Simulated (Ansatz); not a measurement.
The same molecule with X = B, Al, Ga, In. Ansatz, PBE0-D4/def2-TZVP geometries, multiplicity 1. Each molecule was computed in one conformer, which needn't be the lowest.

Elements past krypton have def2 core potentials. Scalar relativity is left out up to krypton.

| X | molecule | mean X–C bond length / Å | mean X–H bond length / Å | HOMO energy (ωB97M-V/def2-TZVPP) / eV | HOMO–LUMO gap (B3LYP/def2-TZVPP) / eV | HOMO energy (B3LYP/def2-TZVPP) / eV |
| --- | --- | --- | --- | --- | --- | --- |
| Al | `[AlH2][CH2][SiH2][SiH3]` | 1.979 | 1.590 | -9.81 | 6.43 | -7.49 |
| Ga | `[SiH3][SiH2][CH2][GaH2]` | 1.968 | 1.570 | -9.56 | 5.48 | -7.35 |
| In | `[SiH3][SiH2][CH2][InH2]` | 2.182 | 1.724 | -9.48 | 5.63 | -7.19 |

Question: Give the row for X = B, `BC[SiH2][SiH3]`. (Best estimate.)

Answer: Computed: 
```
X          molecule  mean X–C bond length / Å  mean X–H bond length / Å  HOMO energy (ωB97M-V/def2-TZVPP) / eV  HOMO–LUMO gap (B3LYP/def2-TZVPP) / eV  HOMO energy (B3LYP/def2-TZVPP) / eV
B  `BC[SiH2][SiH3]`                     1.530                     1.198                                 -10.26                                   6.40                                -8.03
```

From B to In the mean X–C bond length isn't monotonic: highest at In, lowest at B; the mean X–H bond length isn't monotonic: highest at In, lowest at B; the HOMO energy (ωB97M-V/def2-TZVPP) rises at each step, by 0.78 eV in all; the HOMO–LUMO gap (B3LYP/def2-TZVPP) isn't monotonic: highest at Al, lowest at Ga; the HOMO energy (B3LYP/def2-TZVPP) rises at each step, by 0.84 eV in all. Bonds lengthen as the atom grows down the group.

Positive LUMOs are unbound, so they and the gaps depend on the basis.

B3LYP here is the variant with VWN-RPA as its local correlation; programs differ in this.
